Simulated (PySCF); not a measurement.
**Question.** What does the PBE0-D3(BJ)/def2-SVP structure of `N#C[BH2-][PH+](F)F` look like in three dimensions?

**Answer.** 
```
atom  x, y, z in Å
N1    -2.6242    0.9659    0.1130
C2    -1.7468    0.2170   -0.0101
B3    -0.5244   -0.7469   -0.1530
P4     0.9845    0.3266    0.1028
F5     1.2644    1.4243   -0.9909
F6     2.3255   -0.4976    0.0839
H7    -0.3926   -1.5279    0.7773
H8    -0.3668   -1.2600   -1.2434
H9     1.1394    1.0837    1.2856
```

Orientation and origin are arbitrary. Atoms count from 1 in this order. P4 (phosphorus bonded to B, 2 F and H) is distorted tetrahedral (angles from 100.9° to 120.7°). B3 (four-coordinate boron) is distorted tetrahedral (angles from 100.1° to 116.3°).

Bonds between heavy atoms (Å): N1≡C2 1.160, C2–B3 1.563, B3–P4 1.869, P4–F5 1.575, P4–F6 1.574.

Method: PBE0-D3(BJ)/def2-SVP geometry optimisation, gas phase in PySCF 2.14.0.

Point group: C1 (no symmetry element, even within 0.4 Å). No frequency check. The numbers are those of one conformer (C2–B3–P4–F5 -66°).

The run took 40 s wall on one thread of an Arm Neoverse V1 (shared host), and the process peaked at 0.42 GiB of memory. This is the geometry optimisation.
